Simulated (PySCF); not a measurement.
**Basis and Hamiltonian dependence of the excitation energy of V²⁺**

V²⁺ [Ar] 3d3 (4F) → V²⁺ [Ar] 3d2 4s1 (4F). Calculated with PySCF 2.14 from differences of total energies of unrestricted determinants, without spin-orbit coupling. Values in eV.

| basis | Hamiltonian | functions | UHF | PBE | PBE0 | MP2 (valence) | CCSD(T) (valence) | CCSD(T) (valence and next inner shell) |
| --- | --- | --- | --- | --- | --- | --- | --- | --- |
| ANO-RCC-VTZP | spin-free X2C | 59 | 5.508 | 5.983 | 6.057 | 5.734 | 5.761 | 5.755 |
| aug-cc-pVDZ-DK | spin-free X2C | 59 | 5.332 | 5.823 | 5.884 | 5.495 | n/a | n/a |
| x2c-TZVPPall | spin-free X2C | 64 | 5.182 | 5.687 | 5.743 | 5.385 | 5.412 | 5.374 |
| def2-TZVPPD | non-relativistic | 67 | 5.516 | 6.024 | 6.081 | 5.720 | 5.747 | 5.708 |
| x2c-TZVPPall with one added diffuse shell each of s, p, d, f type | spin-free X2C | 80 | 5.165 | 5.660 | 5.717 | 5.366 | 5.392 | 5.350 |
| def2-QZVPPD | non-relativistic | 93 | 5.396 | 5.866 | 5.929 | 5.618 | 5.641 | 5.607 |
| aug-cc-pVTZ-DK | spin-free X2C | 93 | 5.064 | 5.497 | 5.565 | 5.262 | 5.286 | n/a |
| x2c-QZVPPall | spin-free X2C | 96 | 5.071 | 5.542 | 5.602 | 5.291 | 5.314 | 5.277 |
| aug-cc-pVTZ with one added diffuse shell each of s, p, d, f, g type | non-relativistic | 118 | 5.385 | 5.817 | 5.888 | 5.586 | n/a | n/a |
| x2c-QZVPPall with one added diffuse shell each of s, p, d, f, g type | spin-free X2C | 121 | 5.070 | 5.539 | 5.600 | 5.289 | n/a | n/a |
| aug-cc-pwCVTZ | non-relativistic | 127 | 5.378 | 5.824 | 5.892 | 5.604 | n/a | n/a |
| aug-cc-pwCVTZ-DK | spin-free X2C | 127 | 5.057 | 5.502 | 5.569 | 5.281 | n/a | n/a |
| aug-cc-pVQZ-DK | spin-free X2C | 140 | 5.058 | 5.495 | 5.564 | 5.280 | n/a | n/a |

Estimate the row for aug-cc-pVDZ (non-relativistic, 59 functions).

From the rows with the same Hamiltonian and similar size; the calculation gives UHF 5.67; PBE 6.14; PBE0 6.21; MP2 (valence) 5.83; CCSD(T) (valence) 5.87 (eV).

Frozen in the all-electron rows: valence: [Ar]; valence and next inner shell: [Ne].

At UHF, ANO-RCC-VTZP lies more than 0.3 eV from the median of the rows with comparable relativity. Of these, ANO-RCC-VTZP has no diffuse functions of the l that the added or promoted electron needs.

Non-relativistic rows lack the scalar-relativistic shift.
